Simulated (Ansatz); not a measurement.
Cartesian coordinates in Å:
```
S 1.450 1.839 0.522
C 1.415 0.034 0.444
O 0.224 -0.542 0.907
Si -1.013 -1.022 -0.060
S -1.782 0.523 -1.316
H 0.669 2.044 -0.551
H 2.226 -0.293 1.096
H 1.645 -0.281 -0.578
H -0.563 -2.044 -1.038
H -2.037 -1.534 0.872
H -2.234 1.275 -0.297
```

Total charge 0; spin multiplicity 1.

**Question.** List the B3LYP/def2-TZVPP orbital energies in eV (the Gaussian-basis code of Ansatz). (Estimate.)

**Answer.** Computed: Occupied: -2418.03, -2417.91, -1800.14, -521.04, -279.39, -216.07, -215.91, -160.62, -160.53, -160.49, -160.44, -160.39, -160.24, -144.54, -99.90, -99.87, -99.83, -28.42, -21.25, -20.30, -17.88, -15.18, -13.58, -12.95, -12.29, -11.32, -10.60, -9.85, -9.63, -8.91, -8.30, -7.59, -6.95. Lowest empty: -0.12, 0.15, 0.28, 0.61, 1.11, 1.59, 1.77, 2.25.

B3LYP here is the variant with VWN-RPA as its local correlation; programs differ in this.
